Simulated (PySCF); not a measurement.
Zn(OMe)(SH) (CH4OSZn), SMILES C[O][Zn][SH].

Geometry optimised at B3LYP-D3(BJ)/def2-SVP. The structure was generated by enumeration; whether it is a known compound was not checked. Other conformers were not sampled.

Two levels are set side by side: PBE/def2-TZVP (PySCF) and ωB97X/def2-TZVP (PySCF). Same geometry, gas phase. Differences are taken from unrounded values.

```tsv
quantity	PBE
orbital gap (eV)	4.09
highest occupied level (eV)	-6.04
lowest empty level (eV)	-1.95
dipole moment (D)	1.17
mean polarisability (bohr³)	63.8
```

Problem. These are the PBE values. What does ωB97X give? (An estimate is asked for; the answer gives what the named calculation found.)

Solution. 
```csv
quantity,ωB97X,PBE minus ωB97X
orbital gap (eV),10.68,-6.59
highest occupied level (eV),-9.85,3.81
lowest empty level (eV),0.83,-2.78
dipole moment (D),1.31,-0.14
mean polarisability (bohr³),58.1,5.8
```

Without exact exchange PBE keeps part of each electron's self-repulsion, which lifts occupied levels and narrows the gap. PBE's more diffuse valence density responds more strongly to a field. Differences between two approximate levels are no errors against the true value.

Rough cost on one machine, each run with all the roots and properties that it gave: ωB97X against PBE within a factor of 2.
